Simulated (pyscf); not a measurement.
**•HC=CH–GeH₃ (SMILES [CH]=[CH][GeH3]), doublet**

Gas-phase minimum from PySCF at ωB97X-D3(BJ)/def2-SVP, one conformer. •HC=CH–GeH₃ lies 27.1 kcal/mol over its isomer H₂C=CH–GeH₂•, and others may lie lower still (electronic energy, ωB97M-D3(BJ)). 

```xyz
8

C     -0.1518     1.1256    -0.9432
C      0.0945    -0.1046    -0.5625
Ge    -0.4907    -0.7644     1.1832
H     -0.6490     2.0067    -0.5265
H      0.6397    -0.7976    -1.2212
H      0.7254    -1.2166     2.0088
H     -1.4396    -1.9609     1.0016
H     -1.2203     0.3746     1.9097
```
Charge 0, spin multiplicity 2.

Bond lengths (Å): C1–C2 1.311, C1–H4 1.094, C2–Ge3 1.956, C2–H5 1.101, Ge3–H6 1.538, Ge3–H7 1.538, Ge3–H8 1.535. Bond angles (°): C2–C1–H4 136.9, C1–C2–Ge3 121.3, C1–C2–H5 120.7, Ge3–C2–H5 118.0, C2–Ge3–H6 110.0, C2–Ge3–H7 110.0, C2–Ge3–H8 108.3, H6–Ge3–H7 108.8, H6–Ge3–H8 109.9, H7–Ge3–H8 109.9.

Properties at ωB97X-D3(BJ)/def2-SVP:

| Quantity | Value |
|---|---|
| Harmonic wavenumbers, unscaled | 111, 245, 479, 547, 642, 689, 860, 882, 884, 907, 913, 1145, 1686, 2180, 2185, 2195, 3144, 3247 cm⁻¹ |
| Zero-point energy | 32.8 kcal/mol |
| Rotational symmetry number | 1 |
| Entropy of this conformer at 298 K and 1 atm, rigid rotor and harmonic oscillator, modes under 100 cm⁻¹ raised to 100 | 304.8 J/(mol K) |
| Dipole moment | 0.46 D |
| Spin expectation value S2 | 0.761 |

Single-point totals, which compare only within one level (frozen core for MP2 and CC):

```
level                   total energy (hartree)
----------------------  ----------------------
ωB97X-D3(BJ)/def2-TZVP             -2156.13086
PBE/def2-TZVP                      -2155.70359
r²SCAN/def2-TZVP                   -2156.07681
B3LYP-D3(BJ)/def2-TZVP             -2156.19727
PBE0-D3(BJ)/def2-TZVP              -2155.77447
M06-2X/def2-TZVP                   -2156.08988
ωB97M-D3(BJ)/def2-TZVP             -2156.17282
UHF/def2-TZVPP                     -2153.94993
MP2/def2-TZVPP                     -2154.49423
CCSD/def2-TZVPP                    -2154.53609
CCSD(T)/def2-TZVPP                 -2154.56035
```

Soft torsions are taken as harmonic, which can shift the entropy by several J/(mol K). The CCSD(T) − MP2 part came from Ansatz, without density fitting, on the same reference. A UHF reference is spin-contaminated (<S²> up to 0.94), which harms MP2 most. The frozen core leaves the outer d or s,p core shells of the metals and heavy elements correlated in the MP2 and CC values, and def2-TZVPP describes them poorly, so these totals are far from the basis limit. Elements up to Kr have no core potential and no relativistic terms here.
